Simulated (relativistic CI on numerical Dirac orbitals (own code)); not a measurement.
Tm4+: 5s photoemission

Computed with this model: Dirac-Coulomb-Breit CI, separate exchange-only KLI orbitals for each configuration, model QED (radiative potential, 1s self-energy scaled to tabulated hydrogen-like ionisation energies), valence Slater integrals scaled by 0.9, multiplet model of photoemission in the sudden approximation; configurations [Xe] 4f11 → [Kr] 4d10 4f11 5s 5p6; 80 K; Lorentzian 1.5 eV and Gaussian 0.6 eV FWHM. Energies are those of the free ion, without screening or charge transfer. The energies are binding energies and can lie tens of eV above those of solids. Without intra-shell correlation the exchange splitting of an s hole comes out too large, often by half or more. S is read from ⟨S²⟩ = S(S + 1).

free ion: ground-state S = 1.48, centroid 112.33 eV. Peaks (eV, height): 111.6 (100), 113.8 (54).

Strongest unbroadened transitions for free ion:

```tsv
Energy (eV)	Relative strength
111.53	100.0
112.20	35.5
113.94	52.6
116.03	0.0
116.34	0.2
```
